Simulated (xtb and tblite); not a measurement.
Conformational energy of Zn(OH)2, SMILES [OH][Zn][OH] (H₂O₂Zn). Scanned: dihedral O4–Zn1–O2–H3; all other coordinates were relaxed at B3LYP-D3(BJ)/def2-SVP. Points at φ and −φ are mirror images.

Geometry of the scan point at 180° (Å):
```
5

Zn     0.0027    -0.2191    -0.0232
O      1.3320    -0.1771    -1.1996
H      1.6676     0.7093    -1.3850
O     -1.3222    -0.5439     1.1133
H     -1.6969     0.2474     1.5209
```

Method: GFN2-xTB, on its own relaxed geometries (the stored frames are those of B3LYP-D3(BJ)/def2-SVP) run with xtb and tblite.

Scanned values (°): -160, -140, -120, -100, -80, -60, -40, -20, 0, 20, 40, 60, 80, 100, 120, 140, 160, 180.

### Question
Describe the profile: where are the wells and the tops?

### Answer
Lower than their neighbours: 180° (0.00 kJ/mol). Higher than their neighbours: 0° (10.26 kJ/mol). The whole profile spans 10.26 kJ/mol.
